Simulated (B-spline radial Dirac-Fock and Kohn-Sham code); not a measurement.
# Co⁴⁺ 3p1/2: cross section and angular parameters

System: cobalt as Co⁴⁺, [Ar] 3d5; threshold 137.3 eV (orbital energy of the model). The computed values come from a B-spline atomic structure program: Dirac-Hartree-Slater photoionisation with a Latter tail; cross sections with all multipoles, angular parameters from the dipole term and its interference with E2.

The run's input, task.json:

```json
{"items": [{
  "Z": 27,
  "q": 4,
  "cfg": [[1, 0, 2], [2, 0, 2], [2, 1, 6], [3, 0, 2], [3, 1, 6], [3, 2, 5]],
  "A": 59,
  "rrms": 3.7875,
  "do": "xps",
  "hv": [51.7, 60, 62.1, 80, 134.0, 146.0, 156.0, 200, 300, 313.0, 421.0, 450.0, 713.0, 731.0, 759.0, 800, 1486.9, 1590.0, 1640.0, 2780.0, 2820.0, 2984.4, 3270.0, 5310.0, 6610.0, 8560.0, 8950.0, 9680.0, 12000, 13000.0]
}]}
```

Run with: `python xray2_run.py task.json out`

For linearly polarised light dσ/dΩ = σ/(4π) [1 + β P₂(cos θ) + (δ + γ cos²θ) sin θ cos φ], with θ from the polarisation vector and φ the angle between the beam and the projection of the electron momentum on the plane normal to the polarisation.

| hν (eV) | σ (kb) | β | γ | δ |
| --- | --- | --- | --- | --- |
| 146 | 319 | 0.228 | 0.049 | 0.064 |
| 156 | 328 | 0.522 | 0.116 | 0.045 |
| 200 | 320 | 1.116 | 0.137 | 0.011 |
| 300 | 220 | 1.487 | 0.014 | 0.000 |
| 313 | 208 | 1.508 | 0.005 | 0.000 |
| 421 | 135 | 1.594 | -0.021 | 0.001 |
| 450 | 121 | 1.604 | -0.019 | 0.001 |
| 713 | 51.3 | 1.616 | 0.067 | 0.005 |
| 731 | 48.8 | 1.614 | 0.075 | 0.005 |
| 759 | 45.1 | 1.611 | 0.087 | 0.006 |
| 800 | 40.4 | 1.606 | 0.104 | 0.006 |
| 1486.9 | 9.54 | 1.488 | 0.384 | 0.018 |
| 1590 | 8.06 | 1.470 | 0.420 | 0.020 |
| 1640 | 7.44 | 1.461 | 0.436 | 0.021 |
| 2780 | 1.80 | 1.286 | 0.732 | 0.046 |
| 2820 | 1.73 | 1.281 | 0.741 | 0.047 |
| 2984.4 | 1.47 | 1.259 | 0.773 | 0.051 |
| 3270 | 1.13 | 1.223 | 0.825 | 0.057 |
| 5310 | 0.264 | 1.020 | 1.097 | 0.105 |
| 6610 | ? | ? | ? | ? |
| 8560 | 0.0573 | 0.809 | 1.344 | 0.178 |
| 8950 | 0.0495 | 0.790 | 1.365 | 0.186 |
| 9680 | 0.0381 | 0.756 | 1.402 | 0.201 |
| 12000 | 0.0185 | 0.665 | 1.498 | 0.247 |
| 13000 | 0.0141 | 0.633 | 1.533 | 0.265 |

Q: Give the values at 6610 eV.

A: σ = 0.132 kb, β = 0.923, γ = 1.214, δ = 0.135.
